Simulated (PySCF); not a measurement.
(OMe)3Sn-S-SiH3, C3H12O3SSiSn.
Z-matrix (Å and degrees, PBE0-D3(BJ)/def2-SVP geometry), rows numbered from 1:
```
Sn
O   1  1.9659
C   2  1.4054  1  121.50
O   1  1.9706  2  105.86  3   168.80
C   4  1.4050  1  123.12  2   -30.77
O   1  1.9728  2  103.92  3    46.47
C   6  1.4040  1  121.64  2  -171.15
S   1  2.3876  2  119.04  3   -77.95
Si  8  2.1713  1   98.59  2  -106.15
H   3  1.1062  2  112.29  1    72.87
H   3  1.1048  2  112.85  1   -49.68
H   3  1.1022  2  107.95  1  -168.77
H   5  1.1054  4  112.05  1   -76.63
H   5  1.1025  4  108.04  1   164.88
H   5  1.1043  4  112.86  1    45.53
H   7  1.1058  6  112.24  1   -76.72
H   7  1.1062  6  113.10  1    45.49
H   7  1.1025  6  108.17  1   164.57
H   9  1.4925  8  102.15  1   175.86
H   9  1.4870  8  112.08  1   -67.07
H   9  1.4881  8  111.93  1    58.90
```

Computed with TDDFT CAM-B3LYP/def2-SVPD, vertical, gas phase, core orbitals frozen in the response, def2 core potentials past Kr (PySCF). Spin–orbit coupling is left out.

Computed states:

```csv
state,E (eV),f
S1,4.78,0.016
S2,5.21,0.0097
S3,5.28,0.017
S4,5.40,0.071
S5,6.07,0.131
S6,6.13,0.069
S7,6.26,0.041
S8,6.29,0.027
S9,6.77,0.023
S10,7.05,0.015
```

Each state is given a Gaussian of 0.25 eV full width at half maximum, with ε(max) = 2.175×10⁸ f / Δν̃ (Δν̃ the width in cm⁻¹). The width is an assumption, not a result. The curve ends short of the highest state used, and states not computed would add to its high-energy end.

**Question.** What does the envelope look like, and where are its maxima?

**Answer.** 
(λ (nm), ε (L mol⁻¹ cm⁻¹)): (192.1, 1764), (196.0, 8458), (199.8, 18193), (203.7, 22585), (207.6, 11802), (211.5, 2341), (215.4, 213), (219.2, 418), (223.1, 2587), (227.0, 6924), (230.9, 9015), (234.8, 6794), (238.6, 3624), (242.5, 1432), (246.4, 500), (250.3, 532), (254.2, 1132), (258.0, 1638), (261.9, 1511), (265.8, 905), (269.7, 366), (273.6, 103), (277.4, 22), (281.3, 3)

Maxima: 259 nm (4.78 eV), ε about 1700, made up of S1 (100%); 231 nm (5.38 eV), ε about 9000, made up of S3 (14%) and S4 (83%); 203 nm (6.11 eV), ε about 23000, made up of S5 (58%) and S6 (32%) (ε in L mol⁻¹ cm⁻¹; maxima over ε = 5, shares over 10%).

**Question.** Coming from long wavelengths, where does ε first pass 100 L mol⁻¹ cm⁻¹?

**Answer.** At about 274 nm (4.53 eV), 0.25 eV below S1.

**Question.** On this curve, what absorbance would a 10⁻⁴ mol/L sample give at 254 nm over a 1 cm path?

**Answer.** 254 nm is 4.881 eV, where ε is about 1100 L mol⁻¹ cm⁻¹, so A = ε c l ≈ 0.11 (Beer–Lambert, with the gas-phase spectrum and the assumed width).

**Question.** What would ε be at 6.11 eV, the highest of these maxima, with half the width (0.125 eV)?

**Answer.** About 36000 L mol⁻¹ cm⁻¹ against 23000, a factor of about 1.6; a lone state at its own centre would give exactly 2.

One conformer stands for the species.
